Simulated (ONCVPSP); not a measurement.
## Ranking ONCV potentials for gold (Au)

All share these settings but for the change named:

- Element: gold (Au)
- Generator: ONCVPSP 4.0.1
- Type: optimised norm-conserving Vanderbilt (ONCV)
- Functional: PBE
- Relativity: scalar-relativistic
- Frozen core: [Kr] 4d10 4f14
- Valence charge: 19
- Reference configuration: 5s2 5p6 5d10 6s1
- Partial waves: 5s+6s: rc 1.35 bohr, ncon 3, nbas 7, qcut 9.6 1/bohr, 2 projectors; 5p: rc 1.65 bohr, ncon 3, nbas 6, qcut 9.7 1/bohr, 2 projectors, debl 2.5 Ha; 5d: rc 1.35 bohr, ncon 5, nbas 10, qcut 12.3 1/bohr, local
- Local potential: the d channel
- Core correction: none

Test errors are all-electron minus pseudo excitation energies from the reference, over 5s2 5p6 5d10 6s0; 5s2 5p6 5d9 6s0; 5s2 5p6 5d8 6s0; 5s2 5p6 5d7 6s0. None of these files shows a bound ghost.

The base gives 17.9 meV.

Of 10 variants that were run, those that failed, showed a ghost or another fault, or gave nearly equal values are left out.

A variant can come out equal or close to the base, since the largest error may sit in a test that the change hardly touches while other tests move.

(1) Rank these variants by their largest absolute test error, smallest first.
A. core correction polynomial model core, fcfact 0.35
B. functional LDA (Perdew-Wang 92)
C. p: qcut 10

Results:

(1) B (11.3 meV), C (17.9 meV), A (27.0 meV).
